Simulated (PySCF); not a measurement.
ethylenediamine cation (C2H8N2), SMILES NCCN (connectivity only; charge and spin as stated), charge +1, multiplicity 2. Atoms are numbered in the order given.

```xyz
12

N      0.1073    -1.8733     0.0000
C     -0.5512    -0.6791     0.0000
C      0.5512     0.6791     0.0000
N     -0.1073     1.8733     0.0000
H      0.4360    -2.2980     0.8621
H      0.4360    -2.2980    -0.8621
H     -1.1377    -0.5121    -0.9123
H     -1.1377    -0.5121     0.9123
H      1.1377     0.5121     0.9123
H      1.1377     0.5121    -0.9123
H     -0.4360     2.2980    -0.8621
H     -0.4360     2.2980     0.8621
```
Charge +1, spin multiplicity 2.

The structure is a stationary point at PBE0-D3(BJ)/def2-SVP. The multiplicity is an assumed one; no other spin state was optimised. One conformer was computed; it need not be the lowest.

Level of theory: B3LYP/pcH-1 run with PySCF.

Unrestricted Kohn–Sham, ⟨S²⟩ = 0.755. Hyperfine tensors hold the contact and dipolar terms, without spin-orbit corrections.

Computed hyperfine couplings:
```
nucleus    A(iso) (MHz)  A(iso) (G)  dipolar principal values (MHz)
---------  ------------  ----------  ------------------------------
14N no. 1          14.9         5.3              -18.9, -18.9, 37.7
13C no. 2           5.8         2.1              -18.0, -14.8, 32.8
13C no. 3           5.8         2.1              -18.0, -14.8, 32.8
14N no. 4          14.9         5.3              -18.9, -18.9, 37.7
1H no. 5          -28.8       -10.3               -21.8, -4.9, 26.6
1H no. 6          -28.8       -10.3               -21.8, -4.9, 26.6
1H no. 7           35.7        12.7                 -7.0, -1.5, 8.5
1H no. 8           35.7        12.7                 -7.0, -1.5, 8.5
1H no. 9           35.7        12.7                 -7.0, -1.5, 8.5
1H no. 10          35.7        12.7                 -7.0, -1.5, 8.5
1H no. 11         -28.8       -10.3               -21.8, -4.9, 26.6
1H no. 12         -28.8       -10.3               -21.8, -4.9, 26.6
```
